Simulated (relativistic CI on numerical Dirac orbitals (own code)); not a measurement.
The 5d ions of charge 2+

Computed by Dirac-Coulomb-Breit CI, KLI orbitals optimised for each configuration, a model potential for QED, valence Slater integrals scaled by 0.75 (own radial code, finite nucleus).

Each species is treated in one configuration, given outside its closed core, with all valence electrons in the open shell. Radial values are for the open shell of highest l, unscaled and averaged over j; ζ includes the Breit term. Labels give the leading LS character, summed over repeated terms.

```
 Ion  Configuration  Its lowest level  LS weight (%)    g_J  g√(J(J+1))  F² (cm⁻¹)  F⁴ (cm⁻¹)  ⟨r⟩ (bohr)  ⟨r²⟩ (bohr²)
Lu²⁺             5d            2D_3/2            100  0.799        1.55                             2.244         5.933
Hf²⁺            5d2              3F_2             95  0.682        1.67      48300      31480       2.107         5.222
Ta²⁺            5d3            4F_3/2             94  0.427        0.83      51530      33690       1.982         4.609
 W²⁺            5d4              5D_0             81               0.00      54680      35850       1.873         4.108
Re²⁺            5d5                 ?              ?      ?           ?          ?          ?           ?             ?
Os²⁺            5d6              5D_4             86  1.460        6.53      60680      39950       1.693         3.352
Ir²⁺            5d7            4F_9/2             85  1.299        6.46      63540      41910       1.619         3.061
Pt²⁺            5d8              3F_4             96  1.240        5.54      66320      43810       1.552         2.812
Au²⁺            5d9            2D_5/2            100  1.200        3.55                             1.492         2.596
```

Question: Fill in the row of Re²⁺.

Answer: Its lowest level 6S_5/2; LS weight (%) 92; g_J 1.965; g√(J(J+1)) 5.81; F² (cm⁻¹) 57730; F⁴ (cm⁻¹) 37930; ⟨r⟩ (bohr) 1.777; ⟨r²⟩ (bohr²) 3.696.

NIST ASD lists another ground level for Lu²⁺ (2S1/2).
